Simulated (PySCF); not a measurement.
TlI3 relaxed at several levels

Computed with PySCF 2.14.0, def2-SVP on the ligands, density fitting, scalar-relativistic core potentials, no spin-orbit coupling, vacuum. Each row is relaxed at its own level from the same template. Distances are means of the shortest metal–ligand contacts, charges and spins Mulliken's; removal energies are rigid, with the ligand's formal charge and no counterpoise, so too large; for an anion taken off a cation in vacuum most of it is the attraction of opposite charges, and multiply charged cations can part far more cheaply with an electron moved from ligand to metal.

| level | basis on the metal | point group | M–I (Å) | charge on M (e) | dipole (D) | HOMO–LUMO gap (eV) | removal of one I (eV) | strongest infrared band, degenerate modes summed (cm⁻¹) | unstable modes (below −25 cm⁻¹) |
| --- | --- | --- | --- | --- | --- | --- | --- | --- | --- |
| PBE | def2-SVP with ECP60 | D3h | 2.761 | 0.34 | 0.01 | 1.86 | 7.64 | 176 | 0 |

Task: What does the calculation give for BP86, def2-SVP with ECP60?

Result: point group: D3h, M–I (Å): 2.766, charge on M (e): 0.34, dipole (D): 0.01, HOMO–LUMO gap (eV): 1.80, removal of one I (eV): 7.58, strongest infrared band, degenerate modes summed (cm⁻¹): 174, unstable modes (below −25 cm⁻¹): 0.
```xyz
4

Tl    0.0899    0.0000    0.0000
I    -1.2910    0.0000    2.3962
I    -1.2910    0.0000   -2.3962
I     2.8577    0.0000    0.0000
```

One start shape was tried for each, so a minimum needn't be the lowest isomer.
